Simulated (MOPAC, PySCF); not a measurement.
[Hf(F)4], neutral singlet in the gas phase. 

Cartesian coordinates (Å):
```xyz
5

Hf     0.0000     0.0000     0.0000
F     -0.3073    -1.8044     0.5372
F      1.5675     0.0825    -1.0840
F     -1.4980     0.6299    -0.9991
F      0.2378     1.0920     1.5459
```
Charge 0, spin multiplicity 1.

All levels are single points at this geometry (r2SCAN-D4/def2-SVP); Pople sets use spherical d functions. Orbital energies aren't observables, and empty levels follow the basis.

B3LYP/LANL2DZ in PySCF gives dipole (D) = 0.00.

Problem. Estimate the dipole (D) from each of these levels: B3LYP-D3(BJ)/def2-TZVP in PySCF; PBE-D3(BJ)/def2-TZVP in PySCF; TPSSh-D3(BJ)/def2-TZVP in PySCF; B3LYP/6-31G* (LANL2DZ on Hf) in PySCF; PBE/6-31G* (LANL2DZ on Hf) in PySCF; SVWN5/6-31G* (LANL2DZ on Hf) in PySCF; HF/6-31G* (LANL2DZ on Hf) in PySCF; PM7 in MOPAC.

Solution. 
```
level                                  dipole (D)
-------------------------------------  ----------
B3LYP-D3(BJ)/def2-TZVP in PySCF              0.00
PBE-D3(BJ)/def2-TZVP in PySCF                0.00
TPSSh-D3(BJ)/def2-TZVP in PySCF              0.00
B3LYP/6-31G* (LANL2DZ on Hf) in PySCF        0.00
PBE/6-31G* (LANL2DZ on Hf) in PySCF          0.00
SVWN5/6-31G* (LANL2DZ on Hf) in PySCF        0.00
HF/6-31G* (LANL2DZ on Hf) in PySCF           0.00
PM7 in MOPAC                                 0.00
```
